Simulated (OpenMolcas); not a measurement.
Ni2+: CASPT2 settings compared

| Item | Value |
| --- | --- |
| Program | OpenMolcas 26.06 |
| Basis | ANO-R3 [7s5p5d3f2g1h] |
| Scalar Hamiltonian | X2C, finite nucleus |
| Active space | 8 electrons in 5 orbitals (3d) |
| State averaging | 2S+1 = 3 even, 10 roots; 2S+1 = 1 even, 15 roots |
| Spin-orbit coupling | RASSI with atomic mean-field integrals over the reference wave functions, term energies averaged over their components |

Methods on the same reference wave functions:
A. CASSCF
B. SS-CASPT2, IPEA 0.4 Eh, sigma2 regulariser 0.5 Eh (closed shells correlated: 2s 2p 3s 3p)
C. SS-CASPT2, IPEA 0.6 Eh, sigma1 regulariser 0.25 Eh (closed shells correlated: 2s 2p 3s 3p)
D. XMS-CASPT2, IPEA 0.15 Eh, imaginary shift 0.2 Eh (closed shells correlated: 3s 3p)

Energies in cm-1 above 3d8 3F4, the measured ground level; measured values from Corliss and Sugar, J. Phys. Chem. Ref. Data 10, 197 (1981).

| Level | A | B | C | D | Measured |
| --- | --- | --- | --- | --- | --- |
| 3d8 3F4 | 0.0 | 0.0 | 0.0 | 0.0 | 0.0 |
| 3d8 3F3 | 1358 | 1361 | 1361 | 1360 | 1361 |
| 3d8 3F2 | 2292 | 2270 | 2270 | 2270 | 2270 |
| 3d8 1D2 | 17145 | 13060 | 13200 | 13840 | 14032 |
| 3d8 3P2 | 20768 | 16860 | 17100 | 16800 | 16662 |
| 3d8 3P1 | 21158 | 17260 | 17510 | 17110 | 16978 |
| 3d8 3P0 | 21430 | 17520 | 17770 | 17370 | 17231 |
| 3d8 1G4 | 26579 | 22790 | 22790 | 23230 | 23109 |
| 3d8 1S0 | 64026 | 52200 | 52420 | 52870 | 52532 |

Deviations, from unrounded energies. A percentage is the sum of absolute deviations over the sum of measured energies, with the sign that they share, or ± where signs differ.

| Against measurement | Levels | A | B | C | D |
| --- | --- | --- | --- | --- | --- |
| mean absolute deviation (cm-1) | 8 | 3800 | 300 | 350 | 130 |
| fine structure of the ground term (%) | 2 | ±0.7 | ±0.1 | ±0.0 | ±0.2 |
| other terms of the ground configuration (%) | 6 | +21.7 | ±1.7 | ±2.0 | ±0.7 |

D lies closest to measurement on these levels and A furthest from it. The largest miss of D in the table is 3d8 1S0, by +340 cm-1. The ranking rests on the paired levels alone, and a cruder setting can come out closer through cancelling errors.

Among B to D the level of the table that moves most is 3d8 1D2, by 780 cm-1 (lowest in B, highest in D). Moves below CASPT2's spread within the term are not significant.

The mean deviations of B to D differ by less than CASPT2's widest spread within a term (1200 cm-1), so their order carries little weight.

From A to B the spin-free energies of the other terms of 3d8 shown, above 3F, scale by factors of 0.75 to 0.85, as is usual when dynamic correlation screens the repulsion within a d or f shell.

The lowest spin-free term lies below A's lowest term by 0.863 hartree in B, 0.859 hartree in C, 0.745 hartree in D.

Term energies are means over components that CASPT2 splits; among the terms shown or strongly mixed into the levels shown the widest spread is 1200 cm-1 (3d8 1G, D). Without dynamic correlation excited terms often stand tens of per cent too high (terms of higher spin than the ground term too low), and those without a measured partner can miss by more than the paired ones (holds for A). Some levels mix across a computed gap that differs much from the measured one, so their mixing is not that of the real levels (holds for A; B; C). Measured partners are found by configuration, term and J. A level has none where our copy of the source lacks it or the pairing is in doubt (some pairs that miss far off the trend of their configuration count as doubtful), and it then counts in no deviation. Only configurations of the active space appear.
